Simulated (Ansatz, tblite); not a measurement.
Removing an electron: Ag₂F₂⁻ (the lowest doublet isomer of a short search). Total charge -1; doublet. Geometry: PBE-D4/def2-TZVPD. Ansatz, gas phase; energy differences of separate SCF runs; the oxidised species is a singlet (the triplet lies 0.93 eV higher at PBE0-D4/def2-TZVPD).

```xyz
4

Ag    0.5824    0.5759   -1.0741
Ag   -0.5791   -0.5750    1.0764
F    -1.4803   -1.4592    2.7244
F     1.4770    1.4583   -2.7267
```

In the def2 sets Ag takes a core potential; there is no spin–orbit coupling. The xTB rows come from tblite. The structure comes from a short search, and lower isomers may exist.

Estimate orbital energies and vertical ionisation energies at: GFN1-xTB; PBE-D4/def2-TZVPD; r2SCAN-D4/def2-TZVPD; PBE0-D4/def2-TZVPD.


```json
{"level": "GFN1-xTB", "−HOMO (eV)": "–", "vertical IE (eV)": "8.23", "−LUMO (eV)": "–", "HOMO–LUMO gap (eV)": "–", "remarks": "–"}
{"level": "PBE-D4/def2-TZVPD", "−HOMO (eV)": "1.56", "vertical IE (eV)": "4.30", "−LUMO (eV)": "0.85", "HOMO–LUMO gap (eV)": "0.71", "remarks": "restricted, untested (singlet)"}
{"level": "r2SCAN-D4/def2-TZVPD", "−HOMO (eV)": "1.81", "vertical IE (eV)": "4.36", "−LUMO (eV)": "0.58", "HOMO–LUMO gap (eV)": "1.23", "remarks": "–"}
{"level": "PBE0-D4/def2-TZVPD", "−HOMO (eV)": "2.37", "vertical IE (eV)": "4.36", "−LUMO (eV)": "-0.12", "HOMO–LUMO gap (eV)": "2.49", "remarks": "–"}
```

  HOMO and LUMO are the levels of the spin that leaves or enters (xTB has no such levels and no spin-polarisation term). Other spin states of the ions may lie lower, which would lower the ionisation energy or raise the affinity. Raw xTB energy differences between charge states are shifted by several eV; the methods need an empirical correction for them.
